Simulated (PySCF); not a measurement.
# Reading the logs of faulty runs: BCGeH6O

Calculated results; nothing here was measured. The program is PySCF 2.14.0, an open-source quantum chemistry code, run on an isolated molecule that a program drew, which may never have been made. The molecule is BCGeH6O (charge 0, doublet), drawn as the SMILES string `OC[B][GeH3]`.

Each row is a Hartree-Fock (HF) and frozen-core CCSD(T) single point in the cc-pVDZ basis, meant for a local HF minimum. Run 1 is clean. Each other run has one planted mistake out of seven kinds, and not every kind appears here: one electron removed, one electron added, multiplicity raised by two, geometry at a saddle point, minimal basis STO-3G, one bond length entered in bohr, all coordinates scaled. The reference is restricted for singlets and unrestricted otherwise, and also for a bond in bohr. Adding or removing an electron swaps singlet and doublet. Electrons count all cores. HOMO and LUMO are orbital energies over both spins, the gradient is its largest component, and the lowest frequency (negative if imaginary) is given only where the gradient is small. Bond lengths are over the 9 bonds as drawn. T1 is the CCSD diagnostic: over 0.02 (restricted) or 0.045 (unrestricted) a single reference is doubtful. Germanium has the cc-pVDZ-PP basis, with a core potential (ECP10MDF) in place of its 10 inner electrons, and its 3s, 3p and 3d shells are frozen in CCSD(T).

Geometry of the clean run:
```xyz
10
BCGeH6O, angstrom
O    -0.3328   -1.2669   -0.6129
C    -0.1769   -1.9733    0.6005
B    -0.3586   -1.1611    1.9284
Ge   -0.6761    0.8567    2.3154
H     0.2770   -0.5450   -0.6373
H     0.7931   -2.4938    0.6418
H    -0.9218   -2.7754    0.5872
H    -0.0937    1.2688    3.6709
H    -0.0653    1.7765    1.2432
H    -2.1908    1.0998    2.3428
```

| run | electrons | basis functions | <S^2> | HOMO (eV) | LUMO (eV) | gradient (hartree/bohr) | lowest frequency (cm^-1) | mean bond (Å) | longest bond (Å) | T1 | HF (hartree) | CCSD(T) (hartree) | mistake |
|---|---|---|---|---|---|---|---|---|---|---|---|---|---|
| 1 | 57 | 95 | 0.757 | -8.85 | 1.44 | 2.1e-06 | 52 | 1.4228 | 2.079 | 0.0134 | -434.19861 | -434.74868 | no fault |
| 2 | 58 | 95 | 0.000 | -0.03 | 7.70 | 4.2e-02 | - | 1.4228 | 2.079 | 0.0126 | -434.14988 | -434.73644 | one electron added |
| 3 | 57 | 95 | 1.186 | -8.80 | 1.15 | 1.1e-02 | - | 1.6283 | 3.929 | 0.0535 | -434.11779 | -434.66100 | one bond length entered in bohr |
| 4 | 57 | 95 | 3.760 | -7.54 | -1.98 | 4.7e-02 | - | 1.4228 | 2.079 | 0.0514 | -434.06315 | -434.61106 | multiplicity raised by two |
| 5 | 56 | 95 | 0.000 | -17.50 | -6.16 | 5.8e-02 | - | 1.4228 | 2.079 | 0.0217 | -433.92206 | -434.47001 | ? |
| 6 | 57 | 95 | 0.757 | -8.73 | 1.59 | 4.0e-02 | - | 1.3688 | 2.000 | 0.0131 | -434.18446 | -434.72852 | ? |

**Which mistake was planted in run 5, and what did it cost?**

It counts 56 electrons, one fewer than the clean run, at the same geometry and basis. So the mistake is: one electron removed. Subtracting run 1 and multiplying by 627.51 kcal/mol a hartree, the energy moved by 173.5 kcal/mol in HF and 174.9 kcal/mol in CCSD(T).

**Which mistake was planted in run 6, and what did it cost?**

The mean and the longest bond both change by the same factor, 0.962, and the gradient is no longer small. So the mistake is: all coordinates scaled. Subtracting run 1 and multiplying by 627.51 kcal/mol a hartree, the energy moved by 8.9 kcal/mol in HF and 12.7 kcal/mol in CCSD(T).

Cautions from the logs. Run 2: the added electron raises the CCSD(T) energy, so it isn't bound in this basis; run 3: T1 is over the limit, so its CCSD(T) energy is less reliable; run 4: T1 is over the limit, so its CCSD(T) energy is less reliable; run 5: T1 is over the limit, so its CCSD(T) energy is less reliable.
